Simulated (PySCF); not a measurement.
**Germanium: a sound run and one with changed settings**

Sound run: Ge [Ar] 3d10 4s2 4p2, Ge⁺ [Ar] 3d10 4s2 4p1. Calculation: PySCF 2.14, in x2c-SVPall (5s4p3d, 32 functions); the spin-free X2C one-electron Hamiltonian (Gaussian nucleus). In the sound run the correlated levels freeze [Ar] 3d10. The sound run starts from symmetry-adapted Hartree-Fock orbitals and uses a fine grid where one is needed.

Changed run: the non-relativistic Hamiltonian (point nucleus). This setting is unsound on purpose.

| species | method | sound run (hartree) | changed run (hartree) | converged |
| --- | --- | --- | --- | --- |
| Ge | UHF | -2096.68569 | -2066.48632 | yes |
| Ge | B3LYP | -2098.40304 | -2068.20423 | yes |
| Ge | TPSS | -2098.32721 | -2068.12890 | yes |
| Ge | MP2 | -2096.72653 | -2066.52742 | yes |
| Ge | CCSD(T) | -2096.74287 | -2066.54439 | yes |
| Ge⁺ | UHF | -2096.41326 | -2066.20970 | yes |
| Ge⁺ | B3LYP | -2098.11410 | -2067.91142 | yes |
| Ge⁺ | TPSS | -2098.03725 | -2067.83454 | yes |
| Ge⁺ | MP2 | -2096.44531 | -2066.24210 | yes |
| Ge⁺ | CCSD(T) | -2096.46063 | -2066.25827 | yes |

Ionisation energy of Ge:

```
 method  sound run (eV)  changed run (eV)
    UHF           7.413             7.527
  B3LYP           7.863             7.968
   TPSS           7.890             8.010
    MP2           7.652             7.764
SCS-MP2           7.588             7.701
   CCSD           7.671             7.777
CCSD(T)           7.680             7.786
```

Most of the change in total energy is the relativistic energy itself. On top of that the contraction fixes the core shape for the Hamiltonian it was made with, so the changed run is not a good calculation with the other Hamiltonian either.

For comparison, NIST gives 7.899 eV between the lowest levels.
